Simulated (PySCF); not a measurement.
A GIAO shielding run with PySCF 2.14 (density fitting, non-relativistic, gas phase) on `COC(F)(F)[SiH2][SiH2][SiH3]`, C2H10F2OSi3:

```
$ OMP_NUM_THREADS=1 python probes_run.py task.json out

{"job": {"kind": "nmr", "xc": "PBE0", "basis": "pcSseg-1"}, "charge": 0, "multiplicity": 1}
C     -1.920110     1.408741    -0.277197
O     -1.061603     0.278433    -0.118104
C     -1.138447    -0.682237    -1.068769
F     -0.835374    -0.156216    -2.309164
F     -2.431956    -1.113197    -1.225795
Si     0.083042    -2.096575    -0.549334
Si     1.688994    -0.930568     0.644569
Si     1.958858     1.289683     0.014743
H     -1.714029     1.913510    -1.223126
H     -1.698712     2.070972     0.555313
H     -2.966298     1.097938    -0.243703
H     -0.805138    -3.043253     0.133913
H      0.429652    -2.731246    -1.825814
H      2.943356    -1.701510     0.540687
H      1.360053    -1.044075     2.077266
H      3.352892     1.734530     0.129230
H      1.571538     1.508070    -1.379607
H      1.174522     2.203318     0.848474
```

Hardware: 1 thread of an Arm Neoverse N1, shared host. The job also computes population analyses, field gradients.

Task: How large is the calculation?

Result: 90 electrons, 207 basis functions and 1148 auxiliary functions.

Task: How long does it take, and how much memory does it need?

Result: 69 s of wall time, with 13 SCF cycles and 4 response iterations; peak memory 0.94 GiB. Times on a shared host scatter by some tens of per cent.
